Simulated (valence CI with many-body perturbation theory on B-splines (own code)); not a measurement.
**Forbidden lines of As10+**

Method: valence CI with perturbative core correlation (CI+MBPT): five valence electrons over a frozen Dirac-Fock core [Ar], a basis of 7 s, 7 p, 8 d, 6 f, 4 g, 1 h functions for each j, with the one-electron correlation potential Σ1, the two-electron term Σ2, the three-electron term Σ3, Breit, model QED; selected CI, second order for the rest, scaled by the run's own slope (own B-spline code, finite nucleus).

No measured levels were compared; by estimate terms of the open shell hold to 2 to 4 % of their energy, and close levels can change places. Only levels of the ground parity were solved; by the run's estimate the other parity begins above the list, which can be wrong where configurations are misplaced.

Lines 1 to 50 of 120 in falling wavelength, among levels below 222840 cm⁻¹, chosen from the decays that carry over 1 % of a level's rate. Wavelengths and rates use the calculated energies, so an error of 2000 cm⁻¹ moves a line at 32550 Å by 65 % and its rate by three times that or more. S is in atomic units (e²a₀⁴ for E2 and M2, e²a₀⁶ for E3), for M1 in squared Bohr magnetons. Weak lines are less certain than strong ones. Lines between different terms over intervals too small for the method are left out, as are lines whose strength nearly cancels. Intervals below about 2000 cm⁻¹, as at the head of this list, are uncertain by tens of per cent.

Names give the largest LS component (configuration and term), which can be under half, so a name can repeat, a term be missing and a line seem to break the LS rules; names also repeat where a configuration has a term twice. Letters in brackets count levels of one name in rising energy.

| λ vac (Å) | Upper | Lower | Type | A (s⁻¹) | S (a.u.) |
| --- | --- | --- | --- | --- | --- |
| 5.688e+05 | 3d⁵ ⁴G_9/2 | 3d⁵ ⁴G_7/2 | M1 | 2.47e-04 | 1.68e+01 |
| 2.169e+05 | 3d⁵ ⁴G_7/2 | 3d⁵ ⁴G_5/2 | M1 | 4.14e-03 | 1.25e+01 |
| 2.113e+05 | 3d⁵ ⁴G_9/2 | 3d⁵ ⁴G_11/2 | M1 | 3.71e-03 | 1.30e+01 |
| 1.075e+05 | 3d⁵ ²I_13/2 | 3d⁵ ²I_11/2 | M1 | 9.48e-03 | 6.11e+00 |
| 72300 | 3d⁵ ⁴P_1/2 | 3d⁵ ⁴P_3/2 | M1 | 1.28e-01 | 3.59e+00 |
| 42040 | 3d⁵ ⁴F_3/2 | 3d⁵ ⁴F_5/2 | M1 | 5.58e-01 | 6.15e+00 |
| 38960 | 3d⁵ ⁴D_5/2 | 3d⁵ ⁴D_7/2 | M1 | 3.90e-01 | 5.13e+00 |
| 32550 | 3d⁵ ⁴F_5/2 | 3d⁵ ²F_7/2 [a] | M1 | 6.41e-01 | 4.91e+00 |
| 29940 | 3d⁵ ²G_9/2 [a] | 3d⁵ ²G_7/2 [a] | M1 | 2.90e-01 | 2.88e+00 |
| 26620 | 3d⁵ ²G_9/2 [a] | 3d⁵ ²H_11/2 | M1 | 2.40e-01 | 1.68e+00 |
| 25570 | 3d⁵ ²G_7/2 [a] | 3d⁵ ²H_9/2 | M1 | 2.44e-01 | 1.21e+00 |
| 19640 | 3d⁵ ²F_5/2 [a] | 3d⁵ ⁴F_7/2 | M1 | 1.46e+00 | 2.47e+00 |
| 16810 | 3d⁵ ⁴F_5/2 | 3d⁵ ²D_3/2 [a] | M1 | 1.93e+00 | 2.04e+00 |
| 16060 | 3d⁵ ²H_9/2 | 3d⁵ ⁴F_9/2 | M1 | 1.70e+00 | 2.62e+00 |
| 14210 | 3d⁵ ⁴D_1/2 | 3d⁵ ⁴P_1/2 | M1 | 5.04e+00 | 1.07e+00 |
| 13790 | 3d⁵ ²G_9/2 [a] | 3d⁵ ²H_9/2 | M1 | 3.38e+00 | 3.29e+00 |
| 13000 | 3d⁵ ²G_7/2 [a] | 3d⁵ ⁴F_7/2 | M1 | 9.11e-02 | 5.94e-02 |
| 12790 | 3d⁵ ⁴D_7/2 | 3d⁵ ⁴P_5/2 | M1 | 2.84e+00 | 1.77e+00 |
| 12010 | 3d⁵ ⁴F_3/2 | 3d⁵ ²D_3/2 [a] | M1 | 1.62e+00 | 4.17e-01 |
| 11870 | 3d⁵ ⁴D_1/2 | 3d⁵ ⁴P_3/2 | M1 | 2.83e+00 | 3.51e-01 |
| 11500 | 3d⁵ ²G_7/2 [a] | 3d⁵ ⁴F_5/2 | M1 | 9.72e-01 | 4.39e-01 |
| 11380 | 3d⁵ ⁴F_5/2 | 3d⁵ ²D_5/2 [a] | M1 | 2.90e-01 | 9.50e-02 |
| 10910 | 3d⁵ ²F_5/2 [a] | 3d⁵ ²F_7/2 [a] | M1 | 9.14e-01 | 2.64e-01 |
| 10820 | 3d⁵ ⁴D_5/2 | 3d⁵ ⁴P_3/2 | M1 | 6.14e-01 | 1.73e-01 |
| 10750 | 3d⁵ ⁴D_3/2 | 3d⁵ ⁴P_3/2 | M1 | 4.22e+00 | 7.78e-01 |
| 10210 | 3d⁵ ⁴F_7/2 | 3d⁵ ²D_5/2 [a] | M1 | 4.15e+00 | 1.31e+00 |
| 9866 | 3d⁵ ²G_7/2 [a] | 3d⁵ ⁴F_9/2 | M1 | 7.40e-01 | 2.11e-01 |
| 9632 | 3d⁵ ⁴D_5/2 | 3d⁵ ⁴P_5/2 | M1 | 2.33e+00 | 4.63e-01 |
| 9576 | 3d⁵ ⁴D_3/2 | 3d⁵ ⁴P_5/2 | M1 | 1.67e+00 | 2.17e-01 |
| 9066 | 3d⁵ ²G_9/2 [a] | 3d⁵ ⁴F_7/2 | M1 | 1.50e+00 | 4.15e-01 |
| 8499 | 3d⁵ ²G_7/2 [a] | 3d⁵ ²F_7/2 [a] | M1 | 3.57e+00 | 6.50e-01 |
| 8302 | 3d⁵ ²F_5/2 [a] | 3d⁵ ²D_3/2 [a] | M1 | 1.86e+00 | 2.37e-01 |
| 7762 | 3d⁵ ⁴D_7/2 | 3d⁵ ⁴G_9/2 | M1 | 4.51e-01 | 6.26e-02 |
| 7657 | 3d⁵ ⁴D_7/2 | 3d⁵ ⁴G_7/2 | M1 | 5.70e-01 | 7.59e-02 |
| 7421 | 3d⁵ ²G_9/2 [a] | 3d⁵ ⁴F_9/2 | M1 | 1.87e+00 | 2.83e-01 |
| 7367 | 3d⁵ ²F_5/2 [b] | 3d⁵ ⁴F_3/2 | M1 | 4.58e+00 | 4.07e-01 |
| 6719 | 3d⁵ ²F_5/2 [a] | 3d⁵ ²D_5/2 [a] | M1 | 2.35e+01 | 1.58e+00 |
| 6689 | 3d⁵ ²F_5/2 [b] | 3d⁵ ⁴F_7/2 | M1 | 4.03e+00 | 2.68e-01 |
| 6268 | 3d⁵ ²F_5/2 [b] | 3d⁵ ⁴F_5/2 | M1 | 1.09e+00 | 5.96e-02 |
| 6193 | 3d⁵ ⁴D_3/2 | 3d⁵ ⁴G_5/2 | M1 | 2.40e-01 | 8.44e-03 |
| 5926 | 3d⁵ ²F_7/2 [b] | 3d⁵ ⁴F_5/2 | M1 | 5.28e+00 | 3.26e-01 |
| 5890 | 3d⁵ ²D_5/2 [a] | 3d⁵ ⁴D_5/2 | M1 | 1.09e+00 | 4.96e-02 |
| 5721 | 3d⁵ ²G_7/2 [a] | 3d⁵ ²D_5/2 [a] | M1 | 1.98e-01 | 1.10e-02 |
| 5459 | 3d⁵ ²F_7/2 [b] | 3d⁵ ⁴F_9/2 | M1 | 7.62e+00 | 3.68e-01 |
| 5285 | 3d⁵ ²H_9/2 | 3d⁵ ²I_11/2 | M1 | 3.69e+00 | 2.02e-01 |
| 5256 | 3d⁵ ²F_5/2 [b] | 3d⁵ ²F_7/2 [a] | M1 | 4.29e-01 | 1.39e-02 |
| 4654 | 3d⁵ ²H_11/2 | 3d⁵ ²I_13/2 | M1 | 8.35e+00 | 3.74e-01 |
| 4566 | 3d⁵ ²F_5/2 [b] | 3d⁵ ²D_3/2 [a] | M1 | 3.38e+00 | 7.15e-02 |
| 4461 | 3d⁵ ²H_11/2 | 3d⁵ ²I_11/2 | M1 | 1.74e+01 | 6.87e-01 |
| 4406 | 3d⁵ ²F_7/2 [a] | 3d⁵ ⁴D_5/2 | M1 | 2.33e+00 | 5.92e-02 |
